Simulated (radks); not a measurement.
Effect of the nuclear size on the tellurium ion Te3+, [Kr] 4d10 5s2 5p1. Calculated with a radial shooting solver on a logarithmic mesh with Libxc functionals: Dirac Kohn-Sham, relativistic LDA (MacDonald-Vosko exchange, VWN5 correlation), spin-unpolarised, spherical densities, finite nucleus; open shells fill j = l - 1/2 first; Fermi nuclear charge, rms radius 4.7423 fm. The rms radius is varied about that value; shifts are against it.

rms radius (fm),total energy shift (eV),density at nucleus (e/bohr^3),1s1/2 shift (meV),2s1/2 shift (meV),4s1/2 shift (meV),4p1/2 shift (meV),5s1/2 shift (meV),5p1/2 shift (meV),6s1/2 (empty) shift (meV)
4.0357,-1.45,2.315e+05,-604,-70.3,-2.78,0.254,-0.372,0.076,-0.094
4.5336,-0.449,2.27e+05,-187,-21.7,-0.859,0.079,-0.115,0.023,-0.029
4.7423,0,2.253e+05,0.000,0.000,0.000,0.000,0.000,0.000,0.000
5.1027,0.814,2.226e+05,339,39.5,1.56,-0.143,0.209,-0.042,0.053
5.4916,1.75,2.199e+05,728,84.7,3.35,-0.306,0.449,-0.091,0.114

Slopes of the eigenvalues against <r^2> in GHz/fm^2, as finite differences over the two radii next to the reference (eigenvalue slopes, not the field-shift constants of lines): 1s1/2 23200, 2s1/2 2700, 4s1/2 107, 4p1/2 -9.76, 5s1/2 14.3, 5p1/2 -2.90, 6s1/2 (empty) 3.63.
